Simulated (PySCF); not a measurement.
Working out the ionisation energy of Rh²⁺

Rh²⁺ [Kr] 4d7 (4F) → Rh³⁺ [Kr] 4d6 (5D). Calculation: PySCF 2.14, in x2c-TZVPPall with one added diffuse shell each of s, p, d, f type (9s7p7d3f1g, 95 functions); scalar relativity by spin-free X2C-1e. Frozen: [Kr]. Energies in hartree (1 hartree = 27.21139 eV):

```tsv
part	Rh²⁺ (lower)	Rh³⁺ (upper)
UHF	-4780.363818	-4779.285024
CCSD correlation	-0.157133	-0.110717
(T)	-0.003456	-0.001653
```

What does Hartree-Fock give?

(-4779.285024) − (-4780.363818) = 1.078794 hartree = 29.355 eV.

What do CCSD and CCSD(T) give?

The CCSD correlation energies differ by 0.046416 hartree = 1.263 eV and the triples by 0.001803 hartree = 0.049 eV, so CCSD gives 30.618 eV and CCSD(T) 30.667 eV.

A first-order spin-orbit estimate adds 0.070 eV to CCSD(T) (valence), giving 30.737 eV against 31.06 eV (semi-empirical (NIST evaluation); NIST Atomic Spectra Database, ionization energies).

What remains against the reference includes basis incompleteness, the frozen core and higher excitations.
